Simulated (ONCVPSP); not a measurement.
# PBE ONCV dataset for bismuth (Bi), fully relativistic all-electron reference.

Bi (Z = 83), optimised norm-conserving Vanderbilt (ONCV), made with ONCVPSP 4.0.1 (PBE, fully relativistic). Core [Xe] 4f14, reference 5d10 6s2 6p3. Waves: 6s: rc 1.95 bohr, ncon 4, nbas 7, qcut 3 1/bohr, 3 projectors, debl 1.7 Ha; 6p: rc 2.40 bohr, ncon 5, nbas 8, qcut 2.9 1/bohr, 3 projectors, debl 2.2 Ha; 5d: rc 1.10 bohr, ncon 4, nbas 8, qcut 7.6 1/bohr, 1 projector. Local part: polynomial inside 0.95 bohr (lpopt 5, dvloc0 0 Ha). Core correction: none.

Open shells are filled in proportion to 2j + 1.

All-electron outer shells of the reference configuration (PBE, scalar-relativistic, ld1.x):

| shell | level (eV) | outermost node (bohr) | outermost maximum (bohr) |
| --- | --- | --- | --- |
| 4f | -152.59 | – | 0.34 |
| 5p | -95.86 | 0.48 | 0.86 |
| 5d | -27.08 | 0.51 | 1.03 |
| 6s | -14.48 | 0.98 | 1.88 |
| 6p | -4.57 | 1.14 | 2.44 |

(1) Estimate the cutoffs (Ha) at which the residual kinetic energy of the hardest occupied pseudo-wave falls to 1 and 0.1 mHa per electron.

(2) Does the potential have ghost states?

(3) Which valence shell sets the plane-wave cutoff?

(4) Tests: 5d10 6s2 6p2; 5d10 6s2 6p1; 5d10 6s2 6p0; 5d10 6s1 6p3. Which has the largest error in its energy relative to the reference configuration, and how large is it?

Results:

(1) 27 Ha and 112 Ha.

(2) Ghosts flagged at negative energy: s at -135.9 eV, p1/2 at -39.1 eV; GHOST(+) flagged for p3/2 at 8.1 eV, s at 135.0 eV. A true bound ghost makes a file unfit for plane-wave use.

(3) 5d: 27 Ha for 1 mHa per electron, against 23 Ha for 6s.

(4) 5d10 6s2 6p0, with +8.6 meV (all-electron minus pseudo) on +47.05 eV.
